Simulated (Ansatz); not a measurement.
Two isomers of C4H3F5: A = `C/C(F)=C(\F)C(F)(F)F`, B = `FC1C(F)(F)CC1(F)F`.

Program: Ansatz. Geometries: PBE0-D4/def2-TZVP. ΔE: electronic, gas phase. CCSD(T)/CBS adds triple-zeta CCSD(T) − MP2 to the extrapolated MP2 energy (def2 sets, frozen cores). DFT in def2-TZVPP.

Q: Which is lower in electronic energy at CCSD(T)/CBS, and by how much? (Best estimate.)

A: Computed: A, by 5.3 kJ/mol.

Q: Give E(B) − E(A) in kJ/mol with HF/def2-TZVPP, CCSD/def2-TZVPP, LDA (SPW92), CCSD(T)/def2-TZVPP, PBE-D4, BLYP-D4, PBE0-D4. (Estimate.)

A: Ansatz gave: HF/def2-TZVPP 12.2, CCSD/def2-TZVPP 4.3, LDA (SPW92) 2.4, CCSD(T)/def2-TZVPP 6.9, PBE-D4 11.9, BLYP-D4 30.5, PBE0-D4 1.3. None reverses the order clearly.

Q: Does the order hold for the free energy at 298.15 K (harmonic terms from PBE0-D4)? (Best estimate.)

A: Ansatz gave: Yes: G(B) − G(A) = +14.7 kJ/mol. Modes under 60 cm⁻¹, often nearly free rotors, make the harmonic entropy too high.

Largest T1 diagnostic: 0.012.

Leaving LDA and LC-ωPBE aside and taking each functional with its dispersion term where it has one, the values, not all of them listed here, spread over 35.9 kJ/mol, from ωB97X-V to BLYP-D4. LDA lies −10.8 kJ/mol from PBE without D4. At CCSD(T), def2-SVP lies +15.2 kJ/mol from the extrapolated value and def2-TZVPP +1.7 kJ/mol.
